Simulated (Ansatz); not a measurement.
A run on C₂H₈AlGaO (`CO[CH2][AlH][GaH2]`) with other settings.

```yaml
crystal:
  periodic: [false, false, false]
  atoms:
    - {symbol: C, position_ang: [-0.443160, 0.531802, 1.461520]}
    - {symbol: O, position_ang: [0.115572, 0.214822, 0.332000]}
    - {symbol: C, position_ang: [0.377763, -1.081842, 0.163234]}
    - {symbol: Al, position_ang: [0.685867, -1.049833, -1.659882]}
    - {symbol: Ga, position_ang: [-0.080644, 1.098508, -1.498764]}
    - {symbol: H, position_ang: [0.147592, 0.256581, 2.229120]}
    - {symbol: H, position_ang: [-1.339907, 0.080776, 1.552784]}
    - {symbol: H, position_ang: [-0.565943, 1.526946, 1.473033]}
    - {symbol: H, position_ang: [1.116157, -1.350016, 0.796282]}
    - {symbol: H, position_ang: [-0.442622, -1.617522, 0.417422]}
    - {symbol: H, position_ang: [1.179694, -2.226437, -2.381418]}
    - {symbol: H, position_ang: [0.766460, 2.269503, -1.352365]}
    - {symbol: H, position_ang: [-1.516838, 1.346711, -1.532938]}
basis:
  gaussian: {orbitals: cc-pVTZ-DK, fitting: {mean_field: cc-pVTZ-jkfit}}
hamiltonian: {xc: {name: SVWN5}, pseudopotentials: {relativity: scalar}}
output: {forces: true}
```

```sh
$ ansatz run in.yaml --threads 2 --pin off --events-out ev --progress --plain --max-ram 31744MiB --backend cuda --devices 0, --max-vram 18GiB
```

Shortened log:

```
Functional definition: SVWN5
  name "SVWN5"
  cite "Dirac, Proc. Camb. Phil. Soc. 26, 376 (1930) doi:10.1017/S0305004100016108"
  cite "Slater, Phys. Rev. 81, 385 (1951) doi:10.1103/PhysRev.81.385"
  cite "Vosko, Wilk & Nusair, Can. J. Phys. 58, 1200 (1980) doi:10.1139/p80-159"
  exchange = slater_x
  correlation = vwn5_c
805 factors; integrals over basis functions are off by at most 7.2e-1 eV
mean field evaluation 1: about -63592.4921 eV, gradient 8.3e1 eV
mean field evaluation 2: about -63507.9375 eV, gradient 1.8e2 eV
mean field evaluation 4: about -63606.7707 eV, gradient 9.8e0 eV
mean field evaluation 8: about -63607.0738 eV, gradient 9.9e-2 eV
mean field evaluation 16: about -63607.0699 eV, gradient 1.8e-4 eV
mean field -63607.06993655 eV, -2337.5167057477 hartree, gradient 8.2e-5 eV, S^2 0.000000; 0 other end points of the search recorded, 0 dependent functions left out
the calculation of the forces begins
reference -63607.06998799 eV, -2337.5167076381 hartree; 36, 36 occupied and 243, 243 virtual orbitals, 805 factors
Total energy: -63607.06998799 eV, -2337.5167076381 hartree
Relativity: scalar
Atom 0 at    -0.443160     0.531802     1.461520 Å, force    -0.350633     0.508967     0.629224 eV/Å
Atom 1 at     0.115572     0.214822     0.332000 Å, force     1.341109     2.623591    -3.138823 eV/Å
Atom 2 at     0.377763    -1.081842     0.163234 Å, force     0.806000    -0.773276    -1.550469 eV/Å
Atom 3 at     0.685867    -1.049833    -1.659882 Å, force     0.221753     0.245282    -1.844986 eV/Å
Atom 4 at    -0.080644     1.098508    -1.498764 Å, force     0.266889    -0.237834    -0.760766 eV/Å
Atom 5 at     0.147592     0.256581     2.229120 Å, force     2.293283    -1.067571     3.298756 eV/Å
Atom 6 at    -1.339907     0.080776     1.552784 Å, force    -3.729723    -1.785068     0.561844 eV/Å
Atom 7 at    -0.565943     1.526946     1.473033 Å, force    -0.636916     4.116694     0.327350 eV/Å
Atom 8 at     1.116157    -1.350016     0.796282 Å, force     2.973893    -1.352032     2.472226 eV/Å
Atom 9 at    -0.442622    -1.617522     0.417422 Å, force    -3.169298    -2.351951     0.928778 eV/Å
Atom 10 at     1.179694    -2.226437    -2.381418 Å, force     0.761141    -1.809377    -1.133691 eV/Å
Atom 11 at     0.766460     2.269503    -1.352365 Å, force     1.050080     1.543508     0.211844 eV/Å
Atom 12 at    -1.516838     1.346711    -1.532938 Å, force    -1.827577     0.339067    -0.001288 eV/Å
Dipole moment:    -0.018656    -0.271833     0.565670 e Å
```

Run time 3.1 s (2 threads of an AMD EPYC 7R13 on a shared host and a share of an NVIDIA H100 80 GB); peak host memory 0.8 GiB.
